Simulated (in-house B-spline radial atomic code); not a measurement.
**Removing one electron from Ne⁸⁺**

Closed shell 1s2. Computed with a B-spline radial code for spherical atoms: Koopmans values of Dirac-Hartree-Fock plus a diagonal self-energy, in second order or with its direct term screened (direct RPA, with the hole-particle interaction, or full time-dependent Hartree-Fock), linearised in energy; no-pair Dirac-Coulomb Hamiltonian, finite nucleus. Shifts add to the Koopmans value (the ΔSCF shift is orbital relaxation alone); the final value takes TDHF screening with Breit and QED.

Command:
```bash
python run_mb.py task.json out
```
Settings (nuclear radius in fm, box in bohr, cutoff in hartree):
```
basis_form          2
Z                   10
core_configuration  1s2
rms_radius          3.0055
mass_number         20
speed_of_light      137.036
box_radius          8.273
lmax                7
intervals           63
virtual_cutoff      600.0
```

Run time, properties included: 0.9 s on 1 thread of Arm Neoverse N1, with other jobs on the host.

Energies in eV:

| subshell | Koopmans | ΔSCF shift | second order | direct RPA | hole-particle | TDHF | Breit + QED | final |
| --- | --- | --- | --- | --- | --- | --- | --- | --- |
| 1s1/2 | 1196.54 | -1.520 | ? | ? | ? | ? | ? | ? |

Problem. What does the self-energy do to 1s1/2?

Solution. It shifts the removal energy by -0.342 eV in second order, -0.217 with direct RPA, -0.381 with the hole-particle term and -0.409 with TDHF screening (quasi-particle weight 0.999); Breit and QED add -0.458 eV. The final value is 1195.67 eV, against 1195.808 eV (NIST, tabulated theory). Recoil and two-electron QED terms are left out.
